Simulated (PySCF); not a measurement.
C₇H₇OPSi.
InChI=1S/C7H7OPSi/c10-7-8-5-3-1-2-4-6(5)9-7/h1-4H,10H3

Computed with PySCF at CAM-B3LYP/def2-SVPD, non-relativistic, on one gas-phase PBE0-D3(BJ)/def2-SVP geometry that isn't relaxed in the solvent. The solvent is an IEF-PCM continuum (van der Waals radii × 1.2), and excitations are vertical TDDFT with non-equilibrium linear response and a frozen core. Specific hydrogen bonds and non-electrostatic terms are outside this model.

Gas-phase singlets (H = HOMO, L = LUMO):

| state | E (eV) | λ (nm) | f | leading configuration |
| --- | --- | --- | --- | --- |
| S1 | 4.646 | 267 | 0.228 | H→L 94% |
| S2 | 4.925 | 252 | 0.067 | H-1→L 73% |
| S3 | 5.446 | 228 | 0.006 | H-3→L 91% |
| S4 | 5.758 | 215 | 0.048 | H→L+1 64% |
| S5 | 5.947 | 208 | 0.258 | H→L+1 30% |

What are the lowest 5 singlets in chloroform (ε = 4.711)?

```
state  E (eV)  λ (nm)      f  leading configuration  change by rank (eV)
   S1   4.556     272  0.312                H→L 95%               -0.090
   S2   4.897     253  0.102              H-1→L 77%               -0.028
   S3   5.438     228  0.009              H-3→L 91%               -0.008
   S4   5.735     216  0.099              H→L+1 42%               -0.023
   S5   5.851     212  0.379              H→L+1 50%               -0.096
```

The ground-state energy changes by -0.078 eV from gas to chloroform. By how much does the total energy of gas-phase S1 change?

E(S1) = E(S0) + excitation energy, so it changes by -0.078 − 0.090 = -0.168 eV: it is lowered more than the ground state, which is what a red shift means. This is the vertical state, with the slow part of the continuum still set for S0.

How do the frontier levels move from gas to chloroform?

```
orbital  gas (eV)  solvent (eV)  change (eV)
 LUMO+2      0.86          0.92        +0.06
 LUMO+1      0.76          0.81        +0.05
   LUMO     -0.65         -0.62        +0.03
   HOMO     -7.80         -7.78        +0.02
 HOMO-1     -8.50         -8.45        +0.05
 HOMO-2     -9.63         -9.60        +0.03
 HOMO-3     -9.68         -9.69        -0.01
```

The HOMO–LUMO gap goes from 7.16 to 7.16 eV.

The run took 72 s on one thread, Arm Neoverse V2 (aarch64), no GPU, shared host with 96 logical CPUs at a one-minute load of 35, and the process peaked at 1.5 GiB of memory. This is the whole response run at CAM-B3LYP/def2-SVPD in chloroform, SCF included.
